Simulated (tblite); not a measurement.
C4H13B2NO.
Numbering: `[CH3:1][CH:2]([CH3:3])[O:4][BH:5][CH2:6][BH:7][NH2:8]` (hydrogens: H9, H10, H11 on C1; H12 on C2; H13, H14, H15 on C3; H16 on B5; H17, H18 on C6; H19 on B7; H20, H21 on N8)

Computed with GFN2-xTB (tblite), gas phase: L-BFGS steps from a force-field or distance-geometry start until the largest atomic force falls under 0.01 eV/Å.

Step 51: E = -672.4289 eV
```
atom  x, y, z in Å  |  force x, y, z in eV/Å
C1     -2.4607   -0.8402    1.0984    0.018  -0.041  -0.014
C2     -1.9914   -0.0843   -0.1406    0.049  -0.011  -0.001
C3     -2.8317    1.1689   -0.3777    0.015  -0.005  -0.035
O4     -0.6433    0.3108    0.0280    0.060   0.016   0.056
B5      0.4203   -0.4581   -0.2198    0.092   0.127  -0.082
C6      1.8347    0.2364   -0.0072    0.014   0.000   0.039
B7      3.1981   -0.5811    0.0024    0.001   0.019   0.047
N8      4.3575    0.1664    0.1305    0.067  -0.032  -0.056
H9     -1.8449   -1.7225    1.2442    0.034  -0.061   0.016
H10    -2.3636   -0.2039    1.9745   -0.028   0.009   0.015
H11    -3.4954   -1.1459    0.9842   -0.071   0.006   0.015
H12    -2.0563   -0.7429   -1.0205   -0.044  -0.026   0.024
H13    -3.8198    0.9003   -0.7391   -0.038  -0.021   0.039
H14    -2.3450    1.7898   -1.1231    0.006   0.060  -0.046
H15    -2.9292    1.7408    0.5421    0.025  -0.009  -0.022
H16     0.2948   -1.5606   -0.6332   -0.011  -0.040  -0.020
H17     1.7933    0.8155    0.9204   -0.043   0.020   0.013
H18     1.9347    1.0102   -0.7758   -0.077  -0.002  -0.038
H19     3.3000   -1.7485   -0.0718   -0.064   0.035   0.022
H20     5.2906   -0.2075    0.1759   -0.012  -0.046  -0.025
H21     4.3484    1.1731    0.1625    0.007   0.003   0.054
```

Step 52: E = -672.4320 eV
```
atom  x, y, z in Å  |  force x, y, z in eV/Å
C1     -2.4472   -0.8379    1.1033   -0.013  -0.076   0.018
C2     -1.9913   -0.0854   -0.1421    0.022  -0.027   0.017
C3     -2.8349    1.1635   -0.3796   -0.015   0.023  -0.051
O4     -0.6460    0.3161    0.0188    0.088  -0.005   0.042
B5      0.4182   -0.4481   -0.2384    0.109   0.088  -0.069
C6      1.8306    0.2431   -0.0095    0.018   0.050   0.024
B7      3.1918   -0.5770    0.0028   -0.014   0.029   0.066
N8      4.3576    0.1596    0.1340    0.022  -0.040  -0.049
H9     -1.8354   -1.7242    1.2432    0.052  -0.048   0.009
H10    -2.3364   -0.2025    1.9784   -0.031   0.012   0.005
H11    -3.4839   -1.1424    1.0034   -0.077   0.023   0.014
H12    -2.0643   -0.7488   -1.0174   -0.013  -0.029   0.009
H13    -3.8225    0.8934   -0.7398   -0.062  -0.030   0.045
H14    -2.3511    1.7808   -1.1295    0.015   0.081  -0.046
H15    -2.9317    1.7389    0.5381    0.027  -0.007  -0.023
H16     0.2963   -1.5482   -0.6619   -0.018  -0.017  -0.018
H17     1.7791    0.8146    0.9222   -0.028   0.000   0.037
H18     1.9342    1.0284   -0.7654   -0.061  -0.006  -0.067
H19     3.2844   -1.7443   -0.0644   -0.058   0.002   0.016
H20     5.2831   -0.2286    0.1943    0.026  -0.040  -0.035
H21     4.3605    1.1659    0.1637    0.012   0.019   0.054
```

Step 53: E = -672.4352 eV
```
atom  x, y, z in Å  |  force x, y, z in eV/Å
C1     -2.4324   -0.8363    1.1091   -0.053  -0.082   0.050
C2     -1.9909   -0.0866   -0.1435   -0.010  -0.033   0.042
C3     -2.8393    1.1584   -0.3826   -0.031   0.032  -0.051
O4     -0.6473    0.3213    0.0093    0.084  -0.027   0.011
B5      0.4177   -0.4363   -0.2620    0.093   0.028  -0.026
C6      1.8267    0.2510   -0.0122    0.031   0.119   0.007
B7      3.1850   -0.5724    0.0055   -0.017   0.034   0.066
N8      4.3586    0.1517    0.1371   -0.047  -0.022  -0.035
H9     -1.8235   -1.7265    1.2419    0.050  -0.022   0.002
H10    -2.3065   -0.2004    1.9833   -0.035  -0.006  -0.026
H11    -3.4727   -1.1377    1.0256   -0.043   0.041   0.012
H12    -2.0730   -0.7553   -1.0139    0.025  -0.027   0.000
H13    -3.8272    0.8842   -0.7397   -0.056  -0.029   0.049
H14    -2.3583    1.7728   -1.1375    0.003   0.079  -0.028
H15    -2.9361    1.7371    0.5332    0.033  -0.007  -0.034
H16     0.2973   -1.5347   -0.6938   -0.016   0.017  -0.024
H17     1.7628    0.8121    0.9260   -0.014  -0.022   0.026
H18     1.9343    1.0483   -0.7559   -0.037  -0.023  -0.061
H19     3.2675   -1.7399   -0.0553   -0.054  -0.027   0.014
H20     5.2752   -0.2519    0.2123    0.072  -0.033  -0.042
H21     4.3733    1.1580    0.1675    0.025   0.009   0.049
```

Problem. Estimate the geometry and energy of step 54. (The exact step hangs on the optimiser's Hessian estimate; all steps are aligned on step 53, rigid shifts and turns removed.)

Solution. E = -672.4381 eV, largest force 0.115 eV/Å
```
atom  x, y, z in Å  |  force x, y, z in eV/Å
C1     -2.4270   -0.8389    1.1110   -0.055  -0.082   0.058
C2     -1.9886   -0.0887   -0.1413   -0.032  -0.029   0.015
C3     -2.8371    1.1560   -0.3844   -0.034   0.026  -0.045
O4     -0.6464    0.3216    0.0112    0.072  -0.027  -0.024
B5      0.4205   -0.4277   -0.2743    0.029  -0.056   0.025
C6      1.8234    0.2600   -0.0128    0.035   0.101  -0.012
B7      3.1794   -0.5646    0.0082   -0.022   0.022   0.057
N8      4.3605    0.1479    0.1324   -0.058  -0.033   0.002
H9     -1.8207   -1.7316    1.2420    0.049  -0.002  -0.003
H10    -2.2983   -0.2030    1.9832   -0.021   0.009   0.020
H11    -3.4677   -1.1367    1.0314   -0.074   0.027   0.004
H12    -2.0765   -0.7597   -1.0088    0.063  -0.027  -0.025
H13    -3.8276    0.8801   -0.7340   -0.040  -0.020   0.044
H14    -2.3578    1.7657   -1.1455   -0.018   0.058  -0.003
H15    -2.9288    1.7389    0.5293    0.033   0.002  -0.036
H16     0.3011   -1.5268   -0.7068   -0.011   0.038  -0.044
H17     1.7460    0.8171    0.9247    0.013   0.004   0.075
H18     1.9278    1.0580   -0.7529    0.006   0.034  -0.103
H19     3.2518   -1.7324   -0.0484   -0.046  -0.046   0.011
H20     5.2691   -0.2715    0.2168    0.083  -0.013  -0.049
H21     4.3879    1.1533    0.1732    0.030   0.017   0.032
```

The energy changes by -0.0030 eV. The first-order estimate −F·Δx gives -0.0047 eV and the mean of the old and new forces, exact on a quadratic surface, -0.0030 eV. The step makes an angle of 74° with the force vector and moves no atom by more than 0.021 Å.

What follows is the cost of the whole relaxation. The run took 1.4 s wall on one thread, Arm Neoverse V1 (aarch64), no GPU, shared host with 32 logical CPUs at a one-minute load of 5.8.
